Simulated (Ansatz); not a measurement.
Program: Ansatz. Geometries: PBE0-D4/def2-TZVP. ΔE: electronic, gas phase. CCSD(T)/CBS is the MP2 limit (def2-TZVPP, def2-QZVPP) plus CCSD(T) − MP2 in def2-TZVPP, frozen cores. This one scheme is used for every species. Functionals use def2-TZVPP. B3LYP here is the variant with VWN-RPA as its local correlation; programs differ in this. Each species was taken in one conformer, which may not be the lowest.

`OC[SiH](O)S` → CH₃OH + `O[Si]S`  (silylene formation by 1,1-elimination)

`OC[SiH](O)S`:

```xyz
11

O     0.299    1.045   -1.532
C    -0.426   -0.150   -1.242
Si   -0.359   -0.459    0.612
O    -0.858    0.872    1.432
S     1.729   -0.854    0.940
H     1.210    0.915   -1.247
H    -0.069   -1.001   -1.837
H    -1.460    0.036   -1.546
H    -1.207   -1.569    1.100
H    -0.548    1.708    1.074
H     1.691   -0.541    2.246
```

CH₃OH:

Z-matrix (Å, degrees):
```
C
O 1 1.409
H 1 1.097 2 112.4
H 1 1.090 2 107.0 3 -118.5
H 1 1.097 2 112.4 3 123.0
H 2 0.959 1 108.5 3 -61.6
```

`O[Si]S`:

Z-matrix (Å, degrees):
```
O
Si 1 1.646
H 1 0.960 2 123.1
S 2 2.176 1 104.3 3 -0.0
H 4 1.346 2 99.8 1 -0.0
```

(1) Is it downhill or uphill in electronic energy at CCSD(T)/CBS, and by how much? (Estimate.)

(2) What do these levels give: PBE-D4, PBE0-D4, B3LYP-D4, ωB97X-V, B2PLYP, r2SCAN, PBE0, MP2/def2-TZVPP, CCSD/def2-TZVPP, CCSD(T)/def2-TZVPP, HF/def2-QZVPP, HF/CBS(def2)? (An estimate is asked.)

Largest T1 diagnostic among the species: 0.015.

Answers

(1) The calculation gave: Uphill: ΔE = +32.3 kcal/mol.

(2) Computed: PBE-D4 30.4, PBE0-D4 33.8, B3LYP-D4 29.5, ωB97X-V 34.9, B2PLYP 29.0, r2SCAN 34.4, PBE0 31.5, MP2/def2-TZVPP 34.5, CCSD/def2-TZVPP 30.9, CCSD(T)/def2-TZVPP 31.2, HF/def2-QZVPP 28.4, HF/CBS(def2) 28.4 kcal/mol.

From PBE to PBE0 (25 % exact exchange), in def2-TZVPP and without D4, ΔE moves by +3.7 kcal/mol. In def2-TZVPP, CCSD(T) changes the Hartree–Fock value by +2.7 kcal/mol (the triples alone add +0.4 kcal/mol) and MP2 by +6.0 kcal/mol. The D4 term adds +4.1 kcal/mol with B3LYP and +2.3 kcal/mol with PBE0; it sums over pairs of atoms, weighted by their polarisabilities, and B3LYP, whose exchange is more repulsive, gets the larger term.
